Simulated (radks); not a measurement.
The erbium ion Er+, configuration [Xe] 4f12 5d0.5 6s0.5 (fractional occupations, a model configuration).

Calculated with a radial shooting solver on a logarithmic mesh with Libxc functionals: Dirac Kohn-Sham, PBEsol, spin-unpolarised, spherical densities, finite nucleus; open shells are shared between the two j in proportion to 2j + 1; Fermi nuclear charge, rms radius 5.2516 fm.

Energy parts (Ry):
part                       energy
total                 -26187.7920
kinetic                28895.6503
electron-nucleus      -64772.1183
Hartree                10238.4955
exchange-correlation    -549.8194

Orbitals (lengths in bohr, moments of r in powers of bohr; r(max) is where P^2 peaks; r(90%) holds 90 % of the orbital's charge):
orbital	occ.	eigenvalue (Ry)	r(max)	<r^2>	r(90%)
1s1/2	2	-4209.793	0.01286	0.0005683	0.0369
2s1/2	2	-707.2321	0.07344	0.008781	0.134
2p1/2	2	-673.7996	0.05513	0.006332	0.118
2p3/2	4	-606.4529	0.06135	0.007551	0.128
3s1/2	2	-158.7705	0.2075	0.05799	0.331
3p1/2	2	-144.0719	0.1950	0.05365	0.323
3p3/2	4	-129.9293	0.2080	0.06050	0.342
3d3/2	4	-104.7335	0.1642	0.04765	0.314
3d5/2	6	-101.6414	0.1678	0.04955	0.319
4s1/2	2	-31.63546	0.4744	0.2919	0.731
4p1/2	2	-25.75987	0.4765	0.3048	0.753
4p3/2	4	-22.57193	0.5042	0.3429	0.799
4d3/2	4	-12.89088	0.5069	0.3875	0.869
4d5/2	6	-12.31154	0.5159	0.4027	0.886
4f5/2	5.14286	-0.70127	0.5063	0.9254	1.43
4f7/2	6.85714	-0.62159	0.5118	0.9896	1.48
5s1/2	2	-4.23097	1.114	1.777	1.82
5p1/2	2	-2.64952	1.217	2.299	2.10
5p3/2	4	-2.25605	1.306	2.685	2.27
5d3/2	0.2	-0.46317	1.971	9.681	4.60
5d5/2	0.3	-0.44376	2.042	10.39	4.77
6s1/2	0.5	-0.63511	3.168	15.18	5.37

The highest occupied level is 5d5/2 at -6.038 eV. The electron density at the nucleus is 8.716e+05 e/bohr^3. The density falls to 0.001 e/bohr^3 at r = 4.19 bohr. Summed over all electrons, <r^2> = 50.63 bohr^2, which gives a Langevin (diamagnetic) susceptibility term of -40.1 x 10^-6 cm^3/mol.
